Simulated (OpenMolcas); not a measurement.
V2+: effect of the metal basis

V2+ with its 6 nearest fluoride ions at 2.074 Å, on the Zn site of KZnF3 (a = 4.054 Å, distance in the model lattice 2.027 Å). The rest of the host is ab initio model potentials to 7.6 Å and point charges beyond; the distance is set by hand and nothing relaxes.

```json
{
 "Program": "OpenMolcas 26.06",
 "Method": "SS-CASPT2, IPEA 0.25 Eh, imaginary shift 0.1 Eh (closed shells correlated: 3s 3p and the ligand valence shells)",
 "Spin-orbit coupling": "state interaction with AMFI integrals over the reference wave functions"
}
```

Fixed: ligand basis ANO-RCC-VDZP, active space 3 electrons in 5 orbitals (3d), DKH2 Hamiltonian.

States (labels of O, the rotations of Oh). Energies in cm-1 above the lowest state or level, χT in cm3 K/mol.

```
Run   Metal basis  Ground state  First state of that spin  First gap with spin-orbit (degeneracies)  χT at 300 K  First state of another spin                      Cost
  A  ANO-RCC-VDZP           4A2                 4T2 12850                              12780 (4, 2)        1.857                     2E 13950  roughly 2.4 core-minutes
  B  ANO-RCC-VTZP           4A2                 4T2 12140                              12070 (4, 2)        1.857                     2E 13190    roughly 9 core-minutes
```

Against A, the first state of the same spin changes by -5.5 % in B.

Costs are those of the CASPT2 steps.

Roots that are degenerate in the reference are averaged as groups; the widest CASPT2 spread within a group is 57 cm-1 (the 2-fold group of multiplicity 2 near 13200 cm-1 above the lowest state of its run, B). Shifts and gaps below about the spread of the groups concerned are not significant. Over all roots computed the reference weight is 0.74 to 0.75 in A, 0.74 to 0.75 in B; a low but even weight reflects the number of correlated electrons. Ligand-to-metal charge-transfer states are missing. With no ligand orbital active B as a rule stays too high, so bands that hang on it stand too high and its fall with covalency is understated. With one d shell and no ligand orbital active, 10Dq can be off by tens of per cent for divalent 3d ions, low with halides held by bare charges and at times high in hosts. Free-ion shares, where given, are those of the reference states; single-state CASPT2 does not remix them. These CASPT2 states fit no ligand-field parameters well, so their order and spin gaps are uncertain (holds for B). No measured value stands beside these numbers; the geometry was set by hand and not optimised.
